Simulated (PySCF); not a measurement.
**Two-photon absorption: `[C@@H]12C=C(C=O)[C@@H](C=C1)C2`, C8H8O**

Geometry (Å), atoms numbered from 1 in this order:
```xyz
17

O     2.969    0.673    0.392
C     2.327    0.357   -0.583
C     0.919   -0.021   -0.552
C     0.129   -0.331   -1.597
C    -1.269   -0.584   -1.037
C    -1.768    0.757   -0.477
C    -0.986    1.063    0.562
C     0.042   -0.065    0.702
C    -0.861   -1.255    0.299
H     2.793    0.335   -1.602
H     0.405   -0.351   -2.653
H    -1.962   -1.119   -1.698
H    -2.573    1.349   -0.915
H    -1.007    1.962    1.178
H     0.595   -0.114    1.647
H    -0.304   -2.195    0.162
H    -1.713   -1.407    0.978
```

Method used: TDDFT CAM-B3LYP/aug-cc-pVDZ excited states, vertical, gas phase in PySCF 2.14.0. Geometry: PBE0-D3(BJ)/def2-SVP.

(1) Give the one- and two-photon strengths of the lowest singlets.

## Answers

(1) δ for parallel linear polarisation; σ at the peak of a Lorentzian of half width 0.1 eV, single beam; Ω is circular over linear.
```tsv
state	E (eV)	f	photon λ (nm)	δ (au)	σ (GM)	Ω	main
S1	3.81	0.000	651	1.19	0.01	0.72	HOMO−1→LUMO 0.79
S2	4.55	0.034	545	72.4	0.55	0.71	HOMO→LUMO 0.92
S3	5.41	0.111	458	18.3	0.20	1.33	HOMO−2→LUMO 0.80, HOMO−1→LUMO 0.10
S4	6.15	0.038	403	146	2.03	0.85	HOMO→LUMO+1 0.76, HOMO→LUMO+5 0.08
S5	6.31	0.180	393	50.1	0.73	0.76	HOMO→LUMO+5 0.38, HOMO→LUMO+2 0.35
S6	6.65	0.027	373	158	2.57	0.69	HOMO→LUMO+3 0.16, HOMO→LUMO+5 0.14
```

Among these, the strongest one-photon state is S5, the strongest two-photon state S6, with a dipole change of 4.1 D (relaxed, norm of the difference vector).
